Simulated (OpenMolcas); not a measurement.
# What dynamic correlation does to the levels of Cu VII

| Quantity | Value |
| --- | --- |
| Program | OpenMolcas |
| Basis | ANO-R2 [6s4p4d2f1g] |
| Scalar Hamiltonian | X2C, finite nucleus |
| Active space | 11 electrons in 8 orbitals (RAS1 3p, at most 2 holes; RAS2 3d) |
| State averaging | 2S+1 = 6 even, 1 root; 2S+1 = 4 even, 24 roots; 2S+1 = 2 even, 53 roots |
| Spin-orbit coupling | state interaction with AMFI integrals over the reference wave functions, term energies averaged over their components |

Methods on the same reference wave functions:
A. RASSCF
B. SS-RASPT2, IPEA 0.25 Eh, imaginary shift 0.1 Eh (closed shells correlated: 3s)
C. MS-RASPT2, IPEA 0.25 Eh, imaginary shift 0.1 Eh (closed shells correlated: 3s)

Energies in cm-1 above 3d5 6S 5/2, the measured ground level; measured values from the list in Gamrath, thesis, University of Mons (2023).

```json
{"Level": "3d5 6S 5/2", "A": "0.0", "B": "0.0", "C": "0.0", "Measured": "0.0"}
{"Level": "3d5 4G 5/2", "A": "52677", "B": "48040", "C": "48040", "Measured": ""}
{"Level": "3d5 4G 7/2", "A": "52814", "B": "48170", "C": "48170", "Measured": ""}
{"Level": "3d5 4G 11/2", "A": "52853", "B": "48200", "C": "48200", "Measured": ""}
{"Level": "3d5 4G 9/2", "A": "52895", "B": "48240", "C": "48240", "Measured": ""}
{"Level": "3d5 4P 5/2", "A": "54532", "B": "52920", "C": "52920", "Measured": "50732"}
{"Level": "3d5 4P 3/2", "A": "54758", "B": "53210", "C": "53210", "Measured": "51067"}
{"Level": "3d5 4P 1/2", "A": "54965", "B": "53550", "C": "53550", "Measured": "51407"}
{"Level": "3d5 4D 7/2", "A": "62653", "B": "57900", "C": "57900", "Measured": "55742"}
{"Level": "3d5 4D 1/2", "A": "62928", "B": "58250", "C": "58250", "Measured": "56210"}
{"Level": "3d5 4D 3/2", "A": "63098", "B": "58550", "C": "58550", "Measured": "56428"}
{"Level": "3d5 4D 5/2", "A": "63124", "B": "58620", "C": "58620", "Measured": "56427"}
{"Level": "3d5 2I 11/2", "A": "77087", "B": "70050", "C": "70050", "Measured": "67757"}
{"Level": "3d5 2D 5/2 [63 %]", "A": "77100", "B": "74020", "C": "74050", "Measured": ""}
{"Level": "3d5 2I 13/2", "A": "77434", "B": "70350", "C": "70350", "Measured": "67918"}
{"Level": "3d5 2D 3/2", "A": "78636", "B": "75410", "C": "75410", "Measured": "72227"}
{"Level": "3d5 2F 7/2(1)", "A": "80996", "B": "77770", "C": "77560", "Measured": "74408"}
{"Level": "3d5 4F 9/2", "A": "83383", "B": "78530", "C": "78530", "Measured": "75930"}
{"Level": "3d5 4F 7/2", "A": "83549", "B": "78820", "C": "78880", "Measured": "76349"}
{"Level": "3d5 4F 3/2", "A": "84050", "B": "79480", "C": "79480", "Measured": "76886"}
{"Level": "3d5 2H 9/2 [74 %]", "A": "89033", "B": "83650", "C": "83650", "Measured": "80717"}
{"Level": "3d5 2H 11/2", "A": "89981", "B": "84870", "C": "84870", "Measured": "81954"}
{"Level": "3d5 2G 7/2", "A": "93024", "B": "85960", "C": "85950", "Measured": "82746"}
```

Deviations, from unrounded energies. A percentage is the sum of absolute deviations over the sum of measured energies, with the sign that they share, or ± where signs differ.

| Against measurement | Levels | A | B | C |
| --- | --- | --- | --- | --- |
| mean absolute deviation (cm-1) | 17 | 7000 | 2500 | 2500 |
| other terms of the ground configuration (%) | 17 | +10.4 | +3.8 | +3.8 |

B, C lie about equally close to measurement and A furthest from it. The largest miss of C in the table is 3d5 2G 7/2, by +3200 cm-1. The ranking rests on the paired levels alone, and a cruder setting can come out closer through cancelling errors.

Between B and C the level of the table that moves most is 3d5 2F 7/2(1), by 210 cm-1 (lowest in C, highest in B). Moves below CASPT2's spread within the term are not significant.

The two smallest mean deviations differ by little beside CASPT2's spread within terms, so their order carries little weight.

From A to B the spin-free energies of the other terms of 3d5 shown, above 6S, scale by factors of 0.91 to 0.98.

The lowest spin-free term lies below A's lowest term by 0.356 hartree in B, 0.356 hartree in C.

CASPT2 breaks the degeneracy within a term, and the mean is taken; among the terms shown or strongly mixed into the levels shown the widest spread is 690 cm-1 (3d5 2I, C). Some levels mix across a computed gap that differs much from the measured one, so their mixing is not that of the real levels. Active for correlation alone: 3p; no level in the range computed is led by a configuration that opens it, so any true level of that kind is missing. Without dynamic correlation excited terms often stand tens of per cent too high (terms of higher spin than the ground term too low), and those without a measured partner can miss by more than the paired ones (holds for A). Measured partners are found by configuration, term and J. A level has none where our copy of the source lacks it or the pairing is in doubt (some pairs that miss far off the trend of their configuration count as doubtful), and it then counts in no deviation. Levels of configurations outside the active space are missing. The table leaves out levels that lie high or whose names do not pair safely across all columns.

A share in square brackets marks a mixed level and gives the weight of the term that names it, the lowest over the columns. A number in round brackets counts repeated terms of one configuration in the order of the reference energies.
